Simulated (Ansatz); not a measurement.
Consider the ligand exchange at a P–O bond: `C[SiH2]OP` + `N[SiH2]F` → `F[SiH2]NP` + `C[SiH2]O`.

Computed with Ansatz on PBE0-D4/def2-TZVP structures; ΔE is electronic, products minus reactants. CCSD(T)/CBS adds triple-zeta CCSD(T) − MP2 to the extrapolated MP2 energy (def2 sets, frozen cores). This one scheme is used for every species. Functionals use def2-TZVPP. B3LYP here is the variant with VWN-RPA as its local correlation; programs differ in this. One conformer a species, not always the lowest.

`C[SiH2]OP`:

Cartesian coordinates in Å:
```
C 1.668 0.192 -0.373
Si 0.149 0.881 0.447
O -1.003 -0.291 0.658
P -1.912 -0.995 -0.516
H 1.433 -0.188 -1.371
H 2.096 -0.624 0.214
H 2.428 0.971 -0.480
H -0.419 1.985 -0.375
H 0.453 1.382 1.809
H -1.717 -2.360 -0.152
H -3.177 -0.953 0.138
```

`N[SiH2]F`:

Z-matrix (Å, degrees):
```
Si
F 1 1.605
N 1 1.696 2 114.6
H 1 1.479 2 105.8 3 -119.3
H 1 1.479 2 105.8 3 119.3
H 3 1.006 1 122.0 2 77.5
H 3 1.006 1 122.0 2 -77.5
```

`F[SiH2]NP`:

```xyz
9

F    -1.583   -1.473   -0.196
Si   -1.128   -0.034    0.334
N     0.172    0.608   -0.568
P     1.822    0.136   -0.520
H    -2.291    0.871    0.190
H    -0.690   -0.235    1.732
H    -0.029    1.246   -1.322
H     2.029    0.164    0.887
H     1.697   -1.282   -0.538
```

`C[SiH2]O`:

Cartesian coordinates in Å:
```
C 0.135 -0.398 -1.095
Si -0.270 0.542 0.461
O -0.186 -0.402 1.814
H 0.023 0.250 -1.969
H -0.533 -1.254 -1.219
H 1.164 -0.766 -1.084
H -1.669 1.035 0.425
H 0.659 1.704 0.579
H 0.678 -0.711 2.089
```

```csv
level,ΔE (kcal/mol),difference from CCSD(T)/CBS
PBE-D4,2.3,-0.5
r2SCAN-D4,3.0,0.2
B3LYP-D4,3.6,0.8
ωB97M-V,3.1,0.3
B2PLYP,3.3,0.5
PBE,2.3,-0.5
PBE0,2.3,-0.5
HF/def2-TZVPP,4.4,1.6
MP2/def2-TZVPP,2.3,-0.5
SCS-MP2/def2-TZVPP,3.0,0.2
CCSD/def2-TZVPP,2.8,0.0
HF/def2-QZVPP,4.7,1.9
MP2/def2-QZVPP,2.5,-0.3
SCS-MP2/def2-QZVPP,3.1,0.3
MP2/CBS(def2),2.5,-0.3
CCSD/CBS(def2),3.0,0.2
CCSD(T)/CBS,2.8,0
```

Largest T1 diagnostic among the species: 0.012.

In def2-TZVPP, CCSD(T) changes the Hartree–Fock value by −1.8 kcal/mol (the triples alone add −0.2 kcal/mol) and MP2 by −2.1 kcal/mol.
